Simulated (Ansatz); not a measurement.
Job for Ansatz (a quantum-chemistry and plane-wave program): R-CCSD(T)/aug-cc-pVDZ on HF (SMILES F) with ghost functions, monomers drawn apart or pushed together.

Ansatz 0.2 input:
```yaml
crystal:
  periodic: [false, false, false]
  atoms:
    - {symbol: F, position_ang: [0.08506701, 0.01289622, 0.23578509]}
    - {symbol: H, position_ang: [-0.21589527, -0.06029420, 1.13358064]}
basis:
  gaussian:
    orbitals: aug-cc-pVDZ
    ghost_atoms:
      - {symbol: C, position_ang: [0.46957990, 0.43112326, 4.82740165]}
      - {symbol: O, position_ang: [-0.59978342, -0.12858995, 4.05362265]}
      - {symbol: H, position_ang: [0.19791433, 0.48328487, 5.88350545]}
      - {symbol: H, position_ang: [0.62857882, 1.43820083, 4.44960434]}
      - {symbol: H, position_ang: [1.39132929, -0.14282390, 4.70844628]}
      - {symbol: H, position_ang: [-0.77476594, -1.02849446, 4.34902232]}
magnetization: {spin_polarized: false}
correlation: {method: ccsd_t, electrons: outside_noble_gas}
scf: {lower_state_search: off}
```

Give the final energy of this run.

-100.2633 hartree (reference determinant -100.0311, T1 diagnostic 0.013).
